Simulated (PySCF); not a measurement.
Computed Raman spectrum (relative Raman activity) of a molecule C₅H₅F. The structure is a stationary point at PBE0-D3(BJ)/def2-SVP. The values are those of a single conformer. Calculation: PBE0-D3(BJ)/def2-SVP in PySCF. Frequencies are harmonic and unscaled.

Lines under 2 % of the strongest are left out, and lines within 2 cm⁻¹ are merged.

ν (cm⁻¹): 938 (vw), 964 (w), 1009 (w), 1076 (w), 1109 (w), 1273 (vw), 1376 (w), 1442 (w), 1622 (m), 1729 (w), 3050 (vs), 3092 (s), 3242 (m), 3264 (s), 3276 (s) (against the strongest line: vs over 80 %, s over 45 %, m over 15 %, w over 4 %, vw less)

**Question.** Pick the molecule that these values belong to.
(A) FC1=CCC=C1
(B) C=C(F)C#CC
(C) FC1=CC=CC1
(D) C=C=C(F)C=C

**Answer.** A, FC1=CCC=C1
